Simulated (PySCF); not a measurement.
CF2, SMILES [C](F)F (connectivity only; charge and spin as stated), neutral, multiplicity 1. Coordinates come from a B3LYP-D3(BJ)/def2-TZVP optimisation. The isomer is the one that the SMILES or the coordinates give; other isomers of the formula were not compared.

Calculation: B3LYP-D3(BJ)/def2-TZVP (PySCF).

Harmonic wavenumbers (cm⁻¹): 669, 1110, 1227. Rotational constants (GHz): 87.43, 12.48, 10.92; symmetry number 2.

Question: Work out the zero-point energy and the ideal-gas rigid-rotor harmonic-oscillator thermochemistry at 298.15 K and 1 atm.

Answer: ZPE = ½ Σ hcν = ½ × 3006 cm⁻¹ = 4.30 kcal/mol. H − E(el) = 6.77 kcal/mol. Entropy in cal/(mol K): translation 37.65, rotation 19.45, vibration 0.44, total 57.54. G − E(el) = -10.39 kcal/mol. Cp = 9.30 cal/(mol K).
